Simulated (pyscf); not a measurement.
Optimised with ωB97X-D3(BJ)/def2-SVP in PySCF. Correlated levels are frozen-core, on RHF or UHF. ΔMP2 is the change of the MP2 total energy from the triple- to the quadruple-zeta basis.

Problem. For the elementary gas-phase step •O–AlH₂ → [HO–AlH]• (doublet surface; Al–H broken, H–O formed), what barrier and reaction energy does CCSD(T)/def2-TZVPP + ΔMP2(QZVPP) give, measured from the reactant's lowest minimum found?

Solution. ΔE‡ = 18.1 kcal/mol, ΔE = -38.2 kcal/mol. Zero-point energy shifts the barrier by -1.4 kcal/mol. It is a hydrogen shift, with an imaginary mode of 1413i cm⁻¹. One saddle was located; it need not be the lowest between these sides. The CCSD(T) − MP2 part came from Ansatz, without density fitting, on the same reference.
